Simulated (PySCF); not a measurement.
## Electron correlation in Pm²⁺ (promethium, charge +2)

[Xe] 4f4 6s1, one real determinant (an excited configuration). Computed with PySCF 2.14 in cc-pVDZ-X2C (8s7p5d3f1g, 84 functions), with the spin-free X2C one-electron Hamiltonian (Gaussian nucleus). Frozen: [Kr] 4d10; 13 electrons correlated.

| level | correlation energy (mhartree) |
| --- | --- |
| CCSD | -315.93 |
| (T) | -12.20 |
| CCSD(T) | -328.13 |

Diagnostics: T1 = 0.0079, D1 = 0.0236, largest double amplitude 0.188.

The real determinant used has ⟨L²⟩ near 34 against 42 for a pure I term, so it mixes terms. Spin-orbit coupling, absent here, splits the open shell strongly. A double-excitation amplitude exceeds 0.15, a sign of near-degeneracy.

Cost of the coupled-cluster step: of the order of 40 core-seconds, for 13 correlated electrons.

The reference is one real determinant that mixes LS terms of this configuration.
